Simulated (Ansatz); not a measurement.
Start from `CC(C)OB(N)N` and change one atom or group to get `CC(C)[O][AlH][F]`.

Ansatz, PBE0-D4/def2-TZVP geometries, multiplicity 1. Each molecule was computed in one conformer, which needn't be the lowest.

```
                               property  `CC(C)OB(N)N`
      HOMO energy (PBE/def2-TZVPP) / eV          -5.30
     LUMO energy (PBE0/def2-TZVPP) / eV           0.86
HOMO–LUMO gap (ωB97M-V/def2-TZVPP) / eV          11.30
    HOMO energy (B3LYP/def2-TZVPP) / eV          -6.49
  HOMO energy (ωB97M-V/def2-TZVPP) / eV          -9.12
      LUMO energy (PBE/def2-TZVPP) / eV           0.07
```

Give the same properties after the change, and the shifts. (Best estimate.)

The calculation gave: 
```
                               property  `CC(C)[O][AlH][F]`  shift
      HOMO energy (PBE/def2-TZVPP) / eV               -6.81  -1.51
     LUMO energy (PBE0/def2-TZVPP) / eV               -0.40  -1.26
HOMO–LUMO gap (ωB97M-V/def2-TZVPP) / eV               11.78   0.48
    HOMO energy (B3LYP/def2-TZVPP) / eV               -8.07  -1.58
  HOMO energy (ωB97M-V/def2-TZVPP) / eV              -10.67  -1.55
      LUMO energy (PBE/def2-TZVPP) / eV               -1.18  -1.25
```

With PBE0 the HOMO falls by 1.53 eV and the LUMO falls by 1.26 eV, so the gap widens by about 0.27 eV. PBE moves the HOMO by -1.51 eV and ωB97M-V by -1.55 eV.

B3LYP here is the variant with VWN-RPA as its local correlation; programs differ in this.
